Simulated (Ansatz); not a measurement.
Start from `C=C(Cl)CC` and change one atom or group to get `C=C(Cl)S[SiH3]`.

Ansatz, PBE0-D4/def2-TZVP geometries, multiplicity 1. Each molecule was computed in one conformer, which needn't be the lowest.

```csv
property,`C=C(Cl)CC`
HOMO energy (ωB97M-V/def2-TZVPP) / eV,-9.48
HOMO–LUMO gap (B3LYP/def2-TZVPP) / eV,6.77
LUMO energy (PBE/def2-TZVPP) / eV,-1.03
LUMO energy (ωB97M-V/def2-TZVPP) / eV,2.04
LUMO energy (B3LYP/def2-TZVPP) / eV,-0.28
HOMO energy (PBE0/def2-TZVPP) / eV,-7.28
```

Problem. Give the same properties after the change, and the shifts. (An estimate is asked.)

Solution. Ansatz gave: 
```tsv
property	`C=C(Cl)S[SiH3]`	shift
HOMO energy (ωB97M-V/def2-TZVPP) / eV	-9.13	0.35
HOMO–LUMO gap (B3LYP/def2-TZVPP) / eV	5.94	-0.83
LUMO energy (PBE/def2-TZVPP) / eV	-1.59	-0.56
LUMO energy (ωB97M-V/def2-TZVPP) / eV	1.40	-0.64
LUMO energy (B3LYP/def2-TZVPP) / eV	-0.85	-0.57
HOMO energy (PBE0/def2-TZVPP) / eV	-7.02	0.26
```

With PBE0 the HOMO rises by 0.26 eV and the LUMO falls by 0.61 eV, so the gap narrows by about 0.87 eV. PBE moves the HOMO by 0.20 eV and ωB97M-V by 0.35 eV.

B3LYP here is the variant with VWN-RPA as its local correlation; programs differ in this.
